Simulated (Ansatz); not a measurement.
Input for Ansatz (an electronic-structure program): R-BHLYP/def2-TZVPP on H6Sn2 (SMILES [SnH3][SnH3]). Elements past Kr take the def2 small-core potentials; no spin–orbit coupling.

Ansatz 0.2 input:
```yaml
crystal:
  periodic: [false, false, false]
  atoms:
    - {symbol: Sn, position_ang: [-1.39355545, 0.00001433, -0.00000000]}
    - {symbol: Sn, position_ang: [1.39355545, -0.00001433, 0.00000000]}
    - {symbol: H, position_ang: [-2.00067005, 1.60158357, 0.00000000]}
    - {symbol: H, position_ang: [-2.00062749, -0.80077970, 1.38701639]}
    - {symbol: H, position_ang: [-2.00062749, -0.80077970, -1.38701639]}
    - {symbol: H, position_ang: [2.00067005, -1.60158356, 0.00000000]}
    - {symbol: H, position_ang: [2.00062749, 0.80077970, -1.38701639]}
    - {symbol: H, position_ang: [2.00062749, 0.80077970, 1.38701639]}
basis:
  gaussian:
    orbitals: def2-TZVPP
hamiltonian:
  xc: {name: BHLYP}
scf: {lower_state_search: off}
```

### Question
What total energy does the run end on?

### Answer
-432.0288 hartree.
